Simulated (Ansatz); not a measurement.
BF₂H₃OSi (`O[SiH2]B(F)F`), one more setting.

```yaml
crystal:
  periodic: [false, false, false]
  atoms:
    - {symbol: O, position_ang: [-0.474046, 0.417661, 1.537113]}
    - {symbol: Si, position_ang: [-0.139544, -0.696899, 0.461439]}
    - {symbol: B, position_ang: [0.708812, 0.288101, -1.226837]}
    - {symbol: F, position_ang: [1.163494, -0.387724, -2.210677]}
    - {symbol: F, position_ang: [0.387779, 1.716832, -1.440411]}
    - {symbol: H, position_ang: [-1.185671, 1.190581, 1.324799]}
    - {symbol: H, position_ang: [0.940085, -1.301690, 1.166878]}
    - {symbol: H, position_ang: [-1.112929, -1.429777, 0.155551]}
basis:
  gaussian: {orbitals: "6-311G**"}
magnetization: {spin_polarized: true, initial_magnetization: 2}
hamiltonian: {xc: {name: BHLYP}}
scf: {lower_state_search: off}
output: {forces: true}
```

```sh
$ ansatz run in.yaml --threads 2 --pin off --events-out ev --progress --plain --max-ram 4352MiB
```

Shortened log:

```
Error: <dir> can't be read: No such file or directory (os error 2)
```
